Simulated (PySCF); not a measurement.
GeF3Br, SMILES [F][Ge]([F])([F])[Br].

Coordinates come from a PBE0-D3(BJ)/def2-SVP optimisation.

Two levels are set side by side: PBE/def2-TZVP (PySCF) and CAM-B3LYP/def2-TZVP (PySCF). Same geometry, gas phase. Differences are taken from unrounded values.

| quantity | CAM-B3LYP |
|---|---|
| orbital gap (eV) | 10.17 |
| highest occupied level (eV) | -11.26 |
| lowest empty level (eV) | -1.10 |
| dipole moment (D) | 1.78 |
| mean polarisability (bohr³) | 42.5 |

Task: What does PBE give, and how far is it from CAM-B3LYP? (The exact figures need the calculation; the answer reports its results.)

Result: 
```json
[
 {"quantity": "orbital gap (eV)", "PBE": "5.35", "PBE minus CAM-B3LYP": "-4.81"},
 {"quantity": "highest occupied level (eV)", "PBE": "-8.48", "PBE minus CAM-B3LYP": "2.78"},
 {"quantity": "lowest empty level (eV)", "PBE": "-3.13", "PBE minus CAM-B3LYP": "-2.04"},
 {"quantity": "dipole moment (D)", "PBE": "1.63", "PBE minus CAM-B3LYP": "-0.16"},
 {"quantity": "mean polarisability (bohr³)", "PBE": "45.0", "PBE minus CAM-B3LYP": "2.5"}
]
```

PBE's occupied levels lie high since its potential decays too fast outside the molecule; exact exchange lowers them and widens the gap. Loosely held outer electrons make PBE densities more polarisable. Differences between two approximate levels are no errors against the true value.

Rough cost on one machine, each run with all the roots and properties that it gave: CAM-B3LYP against PBE within a factor of 2.
